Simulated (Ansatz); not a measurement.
A nudged elastic band was laid between two geometries of BH$_{4}$SSe (7 atoms, charge 1, multiplicity 1).

Method: RKS r2SCAN-D4/def2-SVP in Ansatz.

```yaml
movable_images: 7
climbing_image: yes
spring: 5.0 eV/Å²
optimiser: quadratic models (default)
start_path: through a guess of the saddle point
force_threshold: 0.05 eV/Å
iteration_limit: 60
end_points: relaxed
```

Image 0:

```xyz
7
Properties=species:S:1:pos:R:3
B -1.462 0.465 -0.669
Se -0.663 -0.531 0.741
S 1.569 -0.172 0.211
H -2.660 0.403 -0.573
H -0.843 1.053 -1.508
H 2.025 0.227 1.434
H 2.035 -1.446 0.363
```

Image 8:

```xyz
7
Properties=species:S:1:pos:R:3
B -1.252 0.400 -0.554
Se -0.843 -0.697 0.938
S 1.494 -0.640 1.047
H -2.450 0.437 -0.688
H -0.454 0.966 -1.245
H 1.712 0.658 0.694
H 1.794 -1.125 -0.191
```

(1) What changes between the two ends?

(2) What energy profile does the band end with?

(3) What is the geometry of the highest image?

(4) What are the harmonic wavenumbers there?

## Answers

(1) No bond is made or broken. The height of S3 over the plane of its neighbours goes from 0.78 to -0.77 Å.

(2) It converged. The highest image is number 4 of 0 to 8, 1.01 eV above the first end and 0.91 eV above the last; the last end lies 0.10 eV above the first. A vibrational analysis at the climbing image gives one clearly imaginary mode, 796i cm⁻¹: a first-order saddle point.

| image | path coordinate (Å) | energy (eV) | height of S3 over the plane of its neighbours (Å) |
| --- | --- | --- | --- |
| 0 | 0.00 | 0.00 | 0.78 |
| 1 | 0.24 | 0.04 | 0.71 |
| 2 | 0.48 | 0.28 | 0.52 |
| 3 | 0.72 | 0.74 | 0.27 |
| 4 | 0.95 | 1.01 | 0.00 |
| 5 | 1.31 | 0.54 | -0.40 |
| 6 | 1.67 | 0.18 | -0.69 |
| 7 | 2.03 | 0.11 | -0.76 |
| 8 | 2.40 | 0.10 | -0.77 |

(3) 
```xyz
7
Properties=species:S:1:pos:R:3
B -1.458 0.452 -0.661
Se -0.866 -0.572 0.826
S 1.404 -0.465 0.678
H -2.667 0.437 -0.642
H -0.760 1.007 -1.458
H 2.172 0.486 1.255
H 2.176 -1.345 0.001
```

(4) 796i, 176, 191, 293, 393, 556, 569, 696, 867, 1059, 1112, 2579, 2661, 2717, 2756 cm⁻¹.

Time of the run: 2.8 min on 2 threads of Intel(R) Xeon(R) Platinum 8175M CPU @ 2.50GHz (Skylake/Cascade Lake), on a shared host, peak memory 0.17 GiB.
